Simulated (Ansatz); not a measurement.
Cartesian coordinates (Å):
```xyz
4

Cl     1.8902    -0.9704    -0.1743
Sn    -0.0010     0.2138     0.6048
Cl    -1.8840    -0.9820    -0.1765
H     -0.0052     1.7385    -0.2540
```
Charge 0, spin multiplicity 2.

Method: frozen-core CCSD(T)/def2-TZVPP // B3LYP-D3(BJ)/def2-TZVP (Ansatz, a first-principles code).

```yaml
HF energy: -1133.03284 Ha
MP2 correlation energy: -0.67394 Ha
```

### Question
Estimate the CCSD correlation energy, the (T) correction, the total energy and the T1 diagnostic.

### Answer

```json
{
 "CCSD correlation energy": "-0.70477 Ha",
 "(T) correction": "-0.02659 Ha",
 "CCSD(T) total energy": "-1133.76419 Ha",
 "T1 diagnostic": "0.015"
}
```
